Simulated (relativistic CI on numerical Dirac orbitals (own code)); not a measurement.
## Slater and spin-orbit integrals, Bi38+

Calculated at this level of theory: Dirac-Coulomb-Breit CI, separate exchange-only KLI orbitals for each configuration, a model potential for QED, unscaled Slater integrals (own radial code, finite nucleus).

Slater integrals F^k, G^k are unscaled and averaged over j, outside the closed core [Ar] 3d10; ζ comes from projecting the Hamiltonian with its Breit term on Σ l·s of the shell.

- 4s2 4p6 4d9: ζ(4d) = 100820 cm⁻¹; <r>(4d) = 0.3704, <r^2>(4d) = 0.157 (bohr units).
- 4s2 4p6 4d8 4f: F^2(4d,4d) = 270470, F^4(4d,4d) = 183990, ζ(4d) = 100730, F^2(4d,4f) = 272170, F^4(4d,4f) = 176980, G^1(4d,4f) = 277600, G^3(4d,4f) = 192140, G^5(4d,4f) = 141400, ζ(4f) = 19148 cm⁻¹; <r>(4d) = 0.3707, <r^2>(4d) = 0.1572, <r>(4f) = 0.347, <r^2>(4f) = 0.1367 (bohr units).
- 4s2 4p5 4d10: ζ(4p) = 837250 cm⁻¹; <r>(4p) = 0.3672, <r^2>(4p) = 0.1529 (bohr units).

(1) Give the Racah parameters of the d shell in 4s2 4p6 4d8 4f.

Averages of the first 10 configurations, taken without configuration mixing, which lowers the lowest level and can move excited configurations by several eV; other configurations of the list can lie among them:

```tsv
Configuration	Parity	States	Average energy above the lowest level (eV)
4s2 4p6 4d9	even	10	14.3
4s2 4p6 4d8 4f	odd	630	276.5
4s2 4p5 4d10	odd	6	304.8
4s 4p6 4d10	even	2	543.9
4s2 4p5 4d9 4f	even	840	564.1
4s 4p6 4d9 4f	odd	280	803.5
4s2 4p6 4d8 5s	even	90	586.9
4s2 4p6 4d7 4f 5s	odd	3360	848.8
4s2 4p6 4d8 5p	odd	270	686.4
4s2 4p6 4d8 5d	even	450	807.4
```

Results:

(1) B = F²/49 − 5F⁴/441 = 3434 cm⁻¹ and C = 35F⁴/441 = 14603 cm⁻¹.
